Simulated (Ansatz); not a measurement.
Geometry optimisation, RKS B3LYP-D4/STO-3G (Ansatz 0.2.0).

Input file:

```yaml
crystal:
  periodic: [false, false, false]
  atoms:
    - { symbol: Si, position_ang: [0.0, 0.0, 0.0] }
    - { symbol: C, position_ang: [0.0, 0.0, 1.87] }
    - { symbol: H, position_ang: [-0.9996, -0.3092, 2.2405] }
    - { symbol: H, position_ang: [0.7676, -0.7111, 2.2405] }
    - { symbol: H, position_ang: [0.232, 1.0203, 2.2405] }
    - { symbol: O, position_ang: [1.5842, 0.0, -0.5594] }
    - { symbol: C, position_ang: [2.3503, -1.1632, -0.836] }
    - { symbol: H, position_ang: [1.7187, -1.9052, -1.3675] }
    - { symbol: H, position_ang: [3.2179, -0.8926, -1.4733] }
    - { symbol: H, position_ang: [2.7141, -1.6023, 0.1163] }
    - { symbol: H, position_ang: [-0.6877, 1.1914, -0.4862] }
    - { symbol: O, position_ang: [-0.7913, -1.3709, -0.5594] }
    - { symbol: C, position_ang: [-1.5365, -2.2685, 0.2501] }
    - { symbol: H, position_ang: [-1.2251, -2.1576, 1.3097] }
    - { symbol: H, position_ang: [-2.6187, -2.04, 0.1571] }
    - { symbol: H, position_ang: [-1.349, -3.3106, -0.083] }
basis:
  gaussian: { orbitals: STO-3G }
hamiltonian:
  xc: b3lyp
  dispersion: d4
relax:
  f_tol: 0.02
  max_steps: 40
output:
  orbitals: {}
```

Command:

```bash
$ ansatz run input.yaml --threads 1 --pin off --max-ram 2048MiB --backend cpu --events-out ev --progress --plain --runs-dir out
```

Q: Where does it end, and by what steps?

A: It converged. The force dipped under the threshold on the way, but the program's further checks kept it going. Limits of this set-up: minimal basis. After 23 steps the energy has fallen by 0.547 eV; H14 moved furthest, 1.80 Å.

```csv
step,energy less start (eV),largest force component (eV/Å),accepted
0,0.0000,2.280,yes
1,-0.3292,0.637,yes
2,-0.4011,0.437,yes
3,-0.4501,0.476,yes
4,-0.4783,0.246,yes
5,-0.4884,0.411,yes
6,-0.5079,0.087,yes
7,-0.4986,0.526,no
8,-0.5159,0.179,yes
9,-0.5221,0.089,yes
10,-0.5248,0.291,yes
11,-0.5330,0.109,yes
12,-0.5361,0.124,yes
13,-0.5428,0.028,yes
14,-0.5366,0.448,no
15,-0.5438,0.053,yes
16,-0.5452,0.085,yes
17,-0.5459,0.056,yes
18,-0.5465,0.039,yes
19,-0.5467,0.063,yes
20,-0.5469,0.042,yes
21,-0.5471,0.009,yes
22,-0.5472,0.018,yes
23,-0.5473,0.016,yes
```

```xyz
16
Properties=species:S:1:pos:R:3
Si -0.174 0.093 -0.108
C -0.024 0.101 1.768
H -1.011 0.208 2.234
H 0.434 -0.814 2.162
H 0.591 0.949 2.094
O 1.357 -0.018 -0.874
C 2.116 -1.208 -0.503
H 1.696 -2.147 -0.930
H 3.139 -1.092 -0.916
H 2.220 -1.357 0.595
H -0.697 1.346 -0.602
O -1.277 -1.092 -0.677
C -1.239 -2.350 0.061
H -0.273 -2.897 -0.029
H -1.454 -2.236 1.148
H -2.027 -3.004 -0.364
```

Whether the end is a true minimum wasn't checked by a vibrational analysis.

Run time: 88 s on 1 thread of Intel(R) Xeon(R) CPU @ 2.60GHz (Ice Lake), on a shared host, peak memory 0.15 GiB.
